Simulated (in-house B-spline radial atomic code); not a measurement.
A calculation on P5+: its settings, and results tabulated from the run. Method: scalar-relativistic (X2C) CAM-B3LYP, spin-polarised, spherical fractional occupations, exact exchange averaged over the configuration, Fermi nucleus of rms radius 3.1889 fm. Calculated with an all-electron radial atomic-structure program (B-spline basis).

Command:
```bash
python run_scf.py task.json out
```
Settings (nuclear radius in fm, mass in u):
```
Z                15
configuration    [He] 2s2 2p6
hamiltonian      x2c
method           camb3lyp
spin_polarised   True
nucleus          fermi
rms_radius       3.1889
atomic_mass      30.97376
speed_of_light   137.035999084
exact_exchange   averaged over the configuration
```

Output (hartree, bohr):
```
 radial grid: 64 intervals, B-splines of order 8, outer radius 7.0175 bohr

 iter        energy (Eh)    residual
    1        -330.127847    6.52e-01
    2        -334.838431    2.70e-01
    3        -335.488313    8.78e-02
    4        -335.564224    2.76e-02
    5        -335.571752    1.06e-02
    6        -335.572998    6.39e-05
    7        -335.572998    1.95e-06
    8        -335.572998    5.00e-08

 total energy                      -335.57300
 kinetic                             336.8643
 electron-nucleus                   -771.3748
 Hartree                             120.3637
 exact exchange                       -4.8430
 exchange-correlation                -16.5832

 orbital      occ     eigenvalue          <r>       <r^2>       <1/r>     <1/r^2>       r_max
 1s up      1.000       -80.2865     0.103355   0.0143936     14.7238     448.154     0.06745
 1s down    1.000       -80.2865     0.103355   0.0143936     14.7238     448.154     0.06745
 2s up      1.000        -9.4618     0.514902    0.315364     2.85329     34.8837      0.4172
 2s down    1.000        -9.4618     0.514902    0.315364     2.85329     34.8837      0.4172
 2p up      3.000        -7.6010     0.478362    0.285798      2.7376     10.5442      0.3519
 2p down    3.000        -7.6010     0.478362    0.285798      2.7376     10.5442      0.3519

 Slater integrals (Eh)
   F0(2s up,2s up)               1.760305
   F0(2s up,2s down)             1.760305
   F0(2s up,2p up)               1.823033
   G1(2s up,2p up)               1.083416
   F0(2s up,2p down)             1.823033
   F0(2s down,2s down)           1.760305
   F0(2s down,2p up)             1.823033
   F0(2s down,2p down)           1.823033
   G1(2s down,2p down)           1.083416
   F0(2p up,2p up)               1.918502
   F2(2p up,2p up)               0.886237
   F0(2p up,2p down)             1.918502
   F2(2p up,2p down)             0.886237
   F0(2p down,2p down)           1.918502
   F2(2p down,2p down)           0.886237
```

Cost of the run: 0.61 s on 1 thread of Arm Neoverse N1 (shared host).
